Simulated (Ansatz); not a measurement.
GeH₃OS (`[OH][GeH2][S]`) radical from Hartree–Fock to CCSD(T)

Z-matrix (Å, degrees):
```
Ge
S 1 2.206
O 1 1.775 2 112.2
H 1 1.531 2 111.3 3 -116.4
H 1 1.541 2 104.5 3 120.4
H 3 0.960 1 112.5 2 46.4
```

Charge 0, multiplicity 2. Correlated methods include outer-core shells of Ge, which these sets cover unevenly. Scalar relativity is left out up to krypton. The structure was optimised at the PBE0-D4/def2-TZVP level. It is one conformer, not always the lowest. Frozen core, unrestricted reference, the Gaussian-basis code of Ansatz.

| basis | HF (Eh) | MP2 corr. | CCSD corr. | (T) | CCSD(T) total |
| --- | --- | --- | --- | --- | --- |
| def2-SVP | ? | ? | -0.54562 | -0.01368 | ? |
| def2-TZVPP | -2549.58068 | ? | -0.66899 | ? | ? |
| def2-QZVPP | -2549.63798 | -0.93813 | -0.94271 | -0.03231 | -2550.61300 |

Fill in the withheld values. (Estimate.)

The calculation gave: def2-SVP HF (Eh): -2549.07680; def2-SVP MP2 corr.: -0.52064; def2-SVP CCSD(T) total: -2549.63610; def2-TZVPP MP2 corr.: -0.64082; def2-TZVPP (T): -0.02537; def2-TZVPP CCSD(T) total: -2550.27504.
